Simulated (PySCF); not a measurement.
PBE0 on Au⁻ (gold, charge -1), [Xe] 4f14 5d10 6s2, closed-shell 1S. Calculation: PySCF 2.14, in def2-TZVPPD with the def2 core potential (60 electrons) (6s5p3d2f1g, 59 functions); a scalar-relativistic core potential.

```
cycle= 1 E= -135.770213332267  delta_E= -0.0104  |g|= 0.05  |ddm|= 0.442
cycle= 2 E= -135.769473620953  delta_E= 0.00074  |g|= 0.0678  |ddm|= 0.18
cycle= 3 E= -135.771134483861  delta_E= -0.00166  |g|= 0.00351  |ddm|= 0.0711
cycle= 4 E= -135.771139056391  delta_E= -4.57e-06  |g|= 0.000213  |ddm|= 0.00921
cycle= 5 E= -135.771139076191  delta_E= -1.98e-08  |g|= 1.79e-05  |ddm|= 0.000411
cycle= 6 E= -135.77113907637  delta_E= -1.8e-10  |g|= 1.08e-07  |ddm|= 1.92e-05
converged SCF energy = -135.77113907637  <S^2> = -3.5527137e-15  2S+1 = 1
```

Highest occupied orbital energy: 0.259 eV; ⟨L²⟩ = 0.00; populations by l: s 4.00, p 6.00, d 10.00, f 0.00.

Q: Can this result be used?

A: With care. The run converged. Energies and moments cover only the electrons outside the core potential. Spin-orbit coupling, which splits the p, d and f shells strongly at this Z, is absent. At PBE0 the highest occupied level has a positive energy, so only the finite basis holds that electron; in a semilocal or global hybrid functional this comes from self-interaction and does not mean that the real anion is unbound.
